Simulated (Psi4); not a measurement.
H2Se, charge -1, doublet, at the geometry of the source list (a state made from the parent by changing its charge; the spin is typed, not shown lowest) (a gas-phase anion, which may not be bound at this level); B3LYP/STO-3G run with Psi4.

Input for Psi4:
```
memory 2 GB

molecule mol {
-1 2
Se   -0.002600    0.669000    0.000000
H    -1.031300   -0.337800    0.000000
H     1.033900   -0.331200   -0.000000
}

set {
  basis sto-3g
  reference uks
  dft_pruning_scheme robust
}

energy('b3lyp')
print_variables()
```

Output, abridged:

```
   => Loading Basis Set <=

    Name: STO-3G
    Role: ORBITAL
    Keyword: BASIS

         ---------------------------------------------------------
                                   SCF
               by Justin Turney, Rob Parrish, Andy Simmonett
                          and Daniel G. A. Smith
                              UKS Reference
         ---------------------------------------------------------

  ==> Geometry <==

    Molecular point group: cs
    Full point group: Cs

    Geometry (in Angstrom), charge = -1, multiplicity = 2:

       Center              X                  Y                   Z               Mass
    ------------   -----------------  -----------------  -----------------  -----------------
         SE          -0.000095945647     0.024687553053     0.000000000000    79.916521800000
         H           -1.028795945647    -0.982112446947     0.000000000000     1.007825032230
         H            1.036404054353    -0.975512446947     0.000000000000     1.007825032230

  Running in cs symmetry.

  Rotational constants: A =      8.51453  B =      7.84351  C =      4.08263 [cm^-1]
  Rotational constants: A = 255259.12195  B = 235142.40974  C = 122394.08151 [MHz]
  Nuclear repulsion =   25.246963481979186

  Charge       = -1
  Multiplicity = 2
  Electrons    = 37
  Nalpha       = 19
  Nbeta        = 18

  ==> Algorithm <==

  SCF Algorithm Type is DF.
  DIIS enabled.
  MOM disabled.
  Fractional occupation disabled.
  Guess Type is SAD.
  Energy threshold   = 1.00e-06
  Density threshold  = 1.00e-06
  Integral threshold = 1.00e-12

  ==> Primary Basis <==

  Basis Set: STO-3G
    Blend: STO-3G
    Number of shells: 10
    Number of basis functions: 20
    Number of Cartesian functions: 21
    Spherical Harmonics?: true
    Max angular momentum: 2

  ==> DFT Potential <==

   => LibXC <=

    Version 7.1.2
    S. Lehtola, C. Steigemann, M. J. T. Oliveira, and M. A. L. Marques,  SoftwareX 7, 1–5 (2018) (10.1016/j.softx.2017.11.002)

   => Composite Functional: B3LYP <=

    B3LYP Hyb-GGA Exchange-Correlation Functional

    P. J. Stephens, F. J. Devlin, C. F. Chabalowski, and M. J. Frisch,  J. Phys. Chem. 98, 11623 (1994) (10.1021/j100096a001)

    Deriv               =              1
    GGA                 =           TRUE
    Meta                =          FALSE

    Exchange Hybrid     =           TRUE
    MP2 Hybrid          =          FALSE

   => Exchange Functionals <=

    0.0800   Slater exchange
    0.7200         Becke 88

   => Exact (HF) Exchange <=

    0.2000               HF

   => Correlation Functionals <=

    0.1900   Vosko, Wilk & Nusair (VWN5_RPA)
    0.8100   Lee, Yang & Parr

   => LibXC Density Thresholds  <==

    XC_HYB_GGA_XC_B3LYP:  1.00E-15

   => Molecular Quadrature <=

    Radial Scheme          =       TREUTLER
    Pruning Scheme         =         ROBUST
    Pruning Type           =         REGION
    Nuclear Scheme         =       TREUTLER

    Blocking Scheme        =         OCTREE
    BS radius alpha        =              1
    Pruning alpha          =              1
    Radial Points          =             75
    Spherical Points       =            302
    Total Points           =          43322
    Total Blocks           =            408
    Max Points             =            256
    Max Functions          =             20
    Weights Tolerance      =       1.00E-15

   => Loading Basis Set <=

    Name: (STO-3G AUX)
    Role: JKFIT
    Keyword: DF_BASIS_SCF

  ==> Integral Setup <==

  SCF_SUBTYPE=INCORE selected. In-core MEM_DF algorithm will be used.
  Using in-core AOs.

  ==> MemDFJK: Density-Fitted J/K Matrices <==

    J tasked:                   Yes
    K tasked:                   Yes
    wK tasked:                   No
    Algorithm:                 Core
    Schwarz Cutoff:           1E-12
    Mask sparsity (%):       0.0000
    Fitting Condition:        1E-10

   => Auxiliary Basis Set <=

  Basis Set: (STO-3G AUX)
    Blend: DEF2-UNIVERSAL-JKFIT
    Number of shells: 72
    Number of basis functions: 302
    Number of Cartesian functions: 411
    Spherical Harmonics?: true
    Max angular momentum: 5

  Minimum eigenvalue in the overlap matrix is 3.0645042111E-01.
  Reciprocal condition number of the overlap matrix is 1.6545577203E-01.
    Using symmetric orthogonalization.

  ==> Pre-Iterations <==

  SCF Guess: Superposition of Atomic Densities via on-the-fly atomic UHF (no occupation information).

   -------------------------
    Irrep   Nso     Nmo
   -------------------------
     A'        15      15
     A"         5       5
   -------------------------
    Total      20      20
   -------------------------

  ==> Iterations <==

                           Total Energy        Delta E     RMS |[F,P]|

   @DF-UKS iter SAD: -2374.32268912440304   -2.37432e+03   0.00000e+00
   @DF-UKS iter   1: -2375.62988317692498   -1.30719e+00   1.85402e-02 DIIS/ADIIS
   @DF-UKS iter   2: -2375.69738851264901   -6.75053e-02   5.65128e-03 DIIS/ADIIS
   @DF-UKS iter   3: -2375.70643130028293   -9.04279e-03   5.03137e-04 DIIS/ADIIS
   @DF-UKS iter   4: -2375.70650431242484   -7.30121e-05   1.58680e-05 DIIS
   @DF-UKS iter   5: -2375.70650441167572   -9.92509e-08   8.16486e-06 DIIS
   @DF-UKS iter   6: -2375.70650443288514   -2.12094e-08   2.21620e-06 DIIS
   @DF-UKS iter   7: -2375.70650443480190   -1.91676e-09   7.70298e-08 DIIS
  Energy and wave function converged.

  ==> Post-Iterations <==

   Electrons on quadrature grid:
      Nalpha   =   18.9999909949 ; deviation = -9.005e-06
      Nbeta    =   17.9999950110 ; deviation = -4.989e-06
      Ntotal   =   36.9999860059 ; deviation = -1.399e-05

   @Spin Contamination Metric:   4.066256066E-03
   @S^2 Expected:                7.500000000E-01
   @S^2 Observed:                7.540662561E-01
   @S   Expected:                5.000000000E-01
   @S   Observed:                5.000000000E-01

    Orbital Energies [Eh]
    ---------------------

    Alpha Occupied:

       1Ap  -448.158161     2Ap   -55.574121     3Ap   -50.904306
       4Ap   -50.903722     1App  -50.900765     5Ap    -6.635109
       6Ap    -4.681416     7Ap    -4.677686     2App   -4.665689
       8Ap    -0.640209     9Ap    -0.631795     3App   -0.624752
      10Ap    -0.622086     4App   -0.620856    11Ap    -0.257052
      12Ap    -0.016170    13Ap     0.082092     5App    0.202132
      14Ap     0.481630

    Alpha Virtual:

      15Ap     0.638016

    Beta Occupied:

       1Ap  -448.157231     2Ap   -55.573132     3Ap   -50.903872
       4Ap   -50.900798     1App  -50.900276     5Ap    -6.632669
       6Ap    -4.680384     7Ap    -4.670956     2App   -4.664591
       8Ap    -0.635143     9Ap    -0.630068     3App   -0.624196
      10Ap    -0.619659     4App   -0.618026    11Ap    -0.235474
      12Ap     0.032412    13Ap     0.111243     5App    0.211390

    Beta Virtual:

      14Ap     0.608860    15Ap     0.686059

    Final Occupation by Irrep:
             Ap   App
    DOCC [    13,    5 ]
    SOCC [     1,    0 ]
    NA   [    14,    5 ]
    NB   [    13,    5 ]

  @DF-UKS Final Energy: -2375.70650443480190

   => Energetics <=

    Nuclear Repulsion Energy =             25.2469634819791864
    One-Electron Energy =               -3391.8405307030602671
    Two-Electron Energy =                1062.4680457629608554
    DFT Exchange-Correlation Energy =     -71.5809829766816250
    Empirical Dispersion Energy =           0.0000000000000000
    VV10 Nonlocal Energy =                  0.0000000000000000
    Total Energy =                      -2375.7065044348023548

  UHF NO Occupations:
  HONO-2 :   12 Ap 2.0000000
  HONO-1 :   13 Ap 1.9979648
  HONO-0 :   14 Ap 1.0000000
  LUNO+0 :   15 Ap 0.0020352

Computation Completed

Properties will be evaluated at   0.000000,   0.000000,   0.000000 [a0]

Properties computed using the SCF density matrix

 Multipole Moments:

 ------------------------------------------------------------------------------------
     Multipole            Electronic (a.u.)      Nuclear  (a.u.)        Total (a.u.)
 ------------------------------------------------------------------------------------

 L = 1.  Multiply by 2.5417464519 to convert [e a0] to [Debye]
 Dipole X            :         -0.0116208            0.0082127           -0.0034082
 Dipole Y            :          2.2287148           -2.1131826            0.1155322
 Dipole Z            :          0.0000000            0.0000000            0.0000000
 Magnitude           :                                                    0.1155825

 ------------------------------------------------------------------------------------

  Variable Map:
  ----------------------------------------------------------------------------
  "CURRENT ENERGY"              =>   -2375.706504434802
  "CURRENT REFERENCE ENERGY"    =>   -2375.706504434802
  "DD SOLVATION ENERGY"         =>       0.000000000000
  "DFT FUNCTIONAL TOTAL ENERGY" =>   -2375.706504434802
  "DFT TOTAL ENERGY"            =>   -2375.706504434802
  "DFT VV10 ENERGY"             =>       0.000000000000
  "DFT XC ENERGY"               =>     -71.580982976682
  "GRID ELECTRONS ALPHA"        =>      18.999990994930
  "GRID ELECTRONS BETA"         =>      17.999995010991
  "GRID ELECTRONS TOTAL"        =>      36.999986005921
  "NUCLEAR REPULSION ENERGY"    =>      25.246963481979
  "ONE-ELECTRON ENERGY"         =>   -3391.840530703060
  "PCM POLARIZATION ENERGY"     =>       0.000000000000
  "PE ENERGY"                   =>       0.000000000000
  "SCF ITERATION ENERGY"        =>   -2375.706504434802
  "SCF ITERATIONS"              =>       7.000000000000
  "SCF TOTAL ENERGY"            =>   -2375.706504434802
  "TWO-ELECTRON ENERGY"         =>    1062.468045762961
  "XC GRID RADIAL POINTS"       =>      75.000000000000
  "XC GRID SPHERICAL POINTS"    =>     302.000000000000
  "XC GRID TOTAL POINTS"        =>   43322.000000000000

  Array Variable Map:
  ----------------------------------------------------------------------------
  "CURRENT DIPOLE"              =>      -0.003408181171 ... 0.000000000000 1 by 3
  "SCF DIPOLE"                  =>      -0.003408181171 ... 0.000000000000 1 by 3
  "SCF TOTAL ENERGIES"          =>   -2374.322689124403 ... -2375.706504434802 1 by 8
```
